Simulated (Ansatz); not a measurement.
FH2O2Y, SMILES `[OH][Y]([OH])[F]`, 6 atoms. The species carries charge 0 and has multiplicity 1. Correlated methods include outer-core shells of Y, which these sets cover unevenly. Y takes the def2 core potential. All runs use 4 threads of a server CPU on a shared host. Correlated methods freeze the cores. Open-shell runs search over several starts.

Problem. Give the basis size and wall time and peak host memory of each of these runs in Ansatz. UKS r2SCAN-D4/def2-TZVPP energy of the cation; UKS ωB97X-V/def2-TZVPP energy of the cation; RKS LC-ωPBE/def2-TZVPP energy; UHF-MP2/def2-QZVPP energy of the cation; RKS ωB97M-V/def2-TZVPP energy and forces; UHF-CCSD(T)/def2-TZVPP energy of the cation; RKS PBE0-D4/def2-QZVPP energy; UKS PBE-D4/def2-TZVPP energy of the cation; RHF-MP2/def2-QZVPP energy; RKS PBE0-D4/def2-TZVP frequencies; RKS PBE-D4/def2-TZVPP energy and forces; RKS PBE0-D4/def2-SVP energy. (Best estimate.)

Solution. Computed: Other jobs shared the machine, so times are rough.

```
                   level                   job  functions  wall time  peak host memory (GiB)
    RKS PBE0-D4/def2-SVP                energy         83      0.7 s                    0.15
  RKS LC-ωPBE/def2-TZVPP                energy        177      1.5 s                    0.24
   RKS PBE-D4/def2-TZVPP     energy and forces        177      1.5 s                    0.19
  RKS PBE0-D4/def2-QZVPP                energy        312        3 s                    0.62
      RHF-MP2/def2-QZVPP                energy        312        6 s                    0.95
  RKS ωB97M-V/def2-TZVPP     energy and forces        177      7.5 s                    0.47
   UKS PBE-D4/def2-TZVPP  energy of the cation        177       18 s                    0.43
   RKS PBE0-D4/def2-TZVP           frequencies        145       37 s                    0.25
      UHF-MP2/def2-QZVPP  energy of the cation        312       45 s                     1.1
  UKS ωB97X-V/def2-TZVPP  energy of the cation        177       50 s                    0.76
UKS r2SCAN-D4/def2-TZVPP  energy of the cation        177       59 s                     0.5
  UHF-CCSD(T)/def2-TZVPP  energy of the cation        177     13 min                     2.8
```

LC-ωPBE has ω = 0.4 bohr⁻¹.
